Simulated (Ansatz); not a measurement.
Cost and result for the atomization energy of FH₈N₃OSi₂, SMILES `N[Si@H](O)N[Si@@H](N)F` (15 atoms, 14 bonds).

```xyz
15

N     1.931   -0.267    1.877
Si    0.300   -0.212    1.385
O    -0.344   -1.599    0.808
N     0.187    0.944    0.087
Si   -0.836    0.968   -1.266
N    -0.963   -0.640   -1.874
F    -2.356    1.345   -0.945
H     2.148   -0.498    2.833
H     2.659   -0.578    1.253
H    -0.435    0.200    2.604
H    -0.705   -1.539   -0.092
H     0.716    1.791    0.246
H    -0.354    2.005   -2.208
H    -1.796   -0.872   -2.394
H    -0.152   -1.050   -2.314
```

The species carries charge 0 and has multiplicity 1. All single points use the PBE0-D4/def2-TZVP geometry. It is one conformer, not always the lowest. Program: Ansatz. All runs use 2 threads of an AMD EPYC 7R13 on a shared host and a share of an NVIDIA H100 80 GB. Times are those of one run each, without the atoms' runs, and a repeat can differ threefold. Electronic energies, without spin–orbit coupling; frozen cores. CCSD(T)/CBS adds CCSD(T) − MP2 in def2-TZVPP to the MP2 limit, and its time is that of the two runs behind it. T1 = 0.011. B3LYP takes the VWN-RPA correlation (the form of Gaussian; ORCA's B3LYP/G).

CCSD(T)/CBS is a level of theory with its own doubt, some kJ/mol a heavy atom from the limit and from the frozen cores, so smaller differences don't rank the functionals.

| level | functions | wall time |
| --- | --- | --- |
| B2PLYP/def2-TZVPP | 351 | 2.7 s |
| B3LYP-D4/def2-TZVPP (with forces) | 351 | 3 s |
| PBE0-D4/def2-TZVPP | 351 | 3.2 s |
| PBE-D4/def2-TZVPP (with forces) | 351 | 3.5 s |
| r2SCAN-D4/def2-TZVPP (with forces) | 351 | 3.8 s |
| ωB97X-V/def2-TZVPP | 351 | 4.2 s |
| MP2/def2-QZVPP | 665 | 4.6 s |
| ωB97M-V/def2-TZVPP (with forces) | 351 | 4.8 s |
| CCSD(T)/def2-TZVPP | 351 | 12 s |
| CCSD(T)/CBS(def2) | – | 16 s |

Task: What atomization energy does each give, and how far from CCSD(T)/CBS? (An estimate is asked.)

Result: The calculation gave: 
```tsv
level	atomization (kcal/mol)	difference from CCSD(T)/CBS	per bond
B2PLYP/def2-TZVPP	1337.1	-20.3	-1.4
B3LYP-D4/def2-TZVPP (with forces)	1353.2	-4.2	-0.3
PBE0-D4/def2-TZVPP	1338.8	-18.6	-1.3
PBE-D4/def2-TZVPP (with forces)	1367.3	9.9	0.7
r2SCAN-D4/def2-TZVPP (with forces)	1345.3	-12.1	-0.9
ωB97X-V/def2-TZVPP	1359.4	2.0	0.1
MP2/def2-QZVPP	1365.2	7.8	0.6
ωB97M-V/def2-TZVPP (with forces)	1359.5	2.1	0.2
CCSD(T)/def2-TZVPP	1310.0	-47.4	-3.4
CCSD(T)/CBS(def2)	1357.4	0.0	0.0
```

In def2-TZVPP, CCSD(T) changes the Hartree–Fock value by +370.7 kcal/mol (the triples alone add +20.5 kcal/mol) and MP2 by +397.2 kcal/mol; breaking electron pairs costs correlation energy, which Hartree–Fock lacks. From PBE to PBE0 (25 % exact exchange), in def2-TZVPP and without D4, the atomization energy moves by −27.1 kcal/mol: exact exchange takes away binding that semilocal exchange gives to molecules. The D4 term adds +14.8 kcal/mol with B3LYP and +7.9 kcal/mol with PBE0; it sums over pairs of atoms, weighted by their polarisabilities, and B3LYP, whose exchange is more repulsive, gets the larger term.
